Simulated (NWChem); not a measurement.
# Si2H2ClF3; SMILES Cl[SiH2][Si](F)(F)F

```xyz
8

Si     0.0406    -1.0851    -0.0013
F     -1.0953    -2.2456    -0.0223
F      0.9503    -1.3179     1.3207
F      0.9926    -1.3120    -1.2943
Si    -0.9478     1.0324    -0.0125
Cl     0.5866     2.4367     0.0142
H     -1.7717     1.2019    -1.2543
H     -1.8099     1.1968     1.2038
```
Atoms are numbered in this order, from 1.

Level: PBE-D3(BJ)/def2-SVP (NWChem), optimised geometry, unscaled harmonic frequencies. 

Task: List the harmonic frequencies with IR intensities, and the thermochemistry.

Result: 
```json
[
 {"frequency (cm⁻¹)": "35", "IR intensity (km/mol)": "1.0"},
 {"frequency (cm⁻¹)": "69", "IR intensity (km/mol)": "2.2"},
 {"frequency (cm⁻¹)": "124", "IR intensity (km/mol)": "0.9"},
 {"frequency (cm⁻¹)": "169", "IR intensity (km/mol)": "0.0"},
 {"frequency (cm⁻¹)": "279", "IR intensity (km/mol)": "33.7"},
 {"frequency (cm⁻¹)": "280", "IR intensity (km/mol)": "14.5"},
 {"frequency (cm⁻¹)": "303", "IR intensity (km/mol)": "31.4"},
 {"frequency (cm⁻¹)": "471", "IR intensity (km/mol)": "60.7"},
 {"frequency (cm⁻¹)": "482", "IR intensity (km/mol)": "9.4"},
 {"frequency (cm⁻¹)": "549", "IR intensity (km/mol)": "38.4"},
 {"frequency (cm⁻¹)": "666", "IR intensity (km/mol)": "1.5"},
 {"frequency (cm⁻¹)": "773", "IR intensity (km/mol)": "289.9"},
 {"frequency (cm⁻¹)": "842", "IR intensity (km/mol)": "53.2"},
 {"frequency (cm⁻¹)": "893", "IR intensity (km/mol)": "42.4"},
 {"frequency (cm⁻¹)": "942", "IR intensity (km/mol)": "131.3"},
 {"frequency (cm⁻¹)": "947", "IR intensity (km/mol)": "121.8"},
 {"frequency (cm⁻¹)": "2179", "IR intensity (km/mol)": "51.0"},
 {"frequency (cm⁻¹)": "2193", "IR intensity (km/mol)": "66.1"}
]
```

```json
{
 "zero_point_energy": "17.4 kcal/mol",
 "thermal correction to the enthalpy at 298.15 K (with zero-point energy)": "23.2 kcal/mol",
 "heat capacity Cv": "26.1 cal/(mol K)",
 "entropy at 298.15 K and 1 atm (symmetry number 1)": "92.8 cal/(mol K)",
 "dipole_moment": "1.80 D"
}
```

Rigid rotor and harmonic oscillator; modes under 100 cm⁻¹ make the entropy uncertain.
